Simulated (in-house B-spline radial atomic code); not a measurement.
Successive ionisation energies of praseodymium; each step leads to the configuration of the next row (after the last: [Kr] 4d10 4f5/2(1) 5s2 5p1/2(2) 5p3/2(2)). Dirac energy differences include first-order Breit, QED and recoil terms. NIST's values go from ground level to ground level; the uncertainty of those that are theory runs from under 0.1 % in few-electron ions to several per cent in heavy many-electron ones. Computed with an all-electron radial atomic-structure program (B-spline basis): Dirac-Hartree-Fock, jj configuration that fills j = l - 1/2 first, finite nuclei.

Some pairs differ by more than the removed electron.

A number in brackets counts the electrons of a j subshell.

| ion | configuration | ionisation energy (eV) | tabulated value (eV) | tabulated kind | computed minus tabulated (eV) | highest orbital | largest mean radius (bohr) |
| --- | --- | --- | --- | --- | --- | --- | --- |
| Pr | [Xe] 4f5/2(3) 6s2 | 4.50 | 5.4702 | semi-empirical | -0.97 | 6s1/2 | 4.8374 |
| Pr+ | [Xe] 4f5/2(3) 6s1 | 9.84 | 10.631 | semi-empirical | -0.79 | 6s1/2 | 4.316 |
| Pr2+ | [Xe] 4f5/2(3) | 18.55 | 21.6237 | measured | -3.08 | 4f5/2 | 1.7964 |
| Pr3+ | [Xe] 4f5/2(2) | 36.44 | 38.981 | semi-empirical | -2.55 | 4f5/2 | 1.7142 |
| Pr4+ | [Xe] 4f5/2(1) | 56.52 | 57.53 | semi-empirical | -1.01 | 4f5/2 | 1.6393 |
| Pr5+ | [Kr] 4d10 5s2 5p6 | 88.59 | 82 | tabulated theory | 6.59 | 5p3/2 | 1.5727 |

Question: Where is the largest jump?

Answer: From Pr to Pr+, by a factor of 2.19 (4.4964 to 9.8386 eV); the highest orbital goes from 6s1/2 to 6s1/2.

Question: How far is this level of theory from the measured and semi-empirical values?

Answer: Over those 5 rows the differences run from -3.08 to -0.792 eV (mean absolute value 1.7 eV). The calculation leaves out correlation and, in open shells, the multiplet splittings that an average leaves out.
